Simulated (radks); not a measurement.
Question: Valence configurations of Cl I (all share [Ne]). Calculated with a radial shooting solver on a logarithmic mesh with Libxc functionals: Dirac Kohn-Sham, PBE, spin-unpolarised, spherical densities, point nucleus; open shells fill j = l - 1/2 first. Order these by energy: 3s1.5 3p5.5; 3s2 3p5; 3s1 3p6.

Answer: From the lowest, in eV above it: 3s2 3p5 0.000; 3s1.5 3p5.5 6.083; 3s1 3p6 12.194. NIST lists [Ne] 3s2 3p5 as the ground configuration; this level of theory agrees among the configurations tried. The energies are those of spherical spin-averaged densities, not of single terms.
